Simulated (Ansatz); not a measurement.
Consider the formal hydrolysis of a C–C bond: `[SiH3]C/C=C/Cl` + H₂O → `O/C=C\Cl` + `C[SiH3]`.

Isolated molecules relaxed with PBE0-D4/def2-TZVP in Ansatz; ΔE leaves out vibrations. CCSD(T)/CBS adds triple-zeta CCSD(T) − MP2 to the extrapolated MP2 energy (def2 sets, frozen cores). This one scheme is used for every species. Double bonds are as drawn, so ΔE can hold a change between cis and trans. DFT in def2-TZVPP. One conformer a species, not always the lowest.

CCSD(T)/CBS gives +22.2 kJ/mol.

Q: Another level gave +3.7 kJ/mol. Which?
A. r2SCAN/def2-TZVPP
B. ωB97M-V/def2-TZVPP
C. MP2/def2-TZVPP
D. CCSD/def2-TZVPP

A: A. r2SCAN 3.7, ωB97M-V 10.8, CCSD/def2-TZVPP 18.8, MP2/def2-TZVPP 24.8 kJ/mol.

Largest T1 diagnostic among the species: 0.012.

From PBE to PBE0 (25 % exact exchange), in def2-TZVPP and without D4, ΔE moves by +4.2 kJ/mol. The D4 term adds +7.1 kJ/mol with B3LYP and +4.3 kJ/mol with PBE0; it sums over pairs of atoms, weighted by their polarisabilities, and B3LYP, whose exchange is more repulsive, gets the larger term.

B3LYP here is the variant with VWN-RPA as its local correlation; programs differ in this.
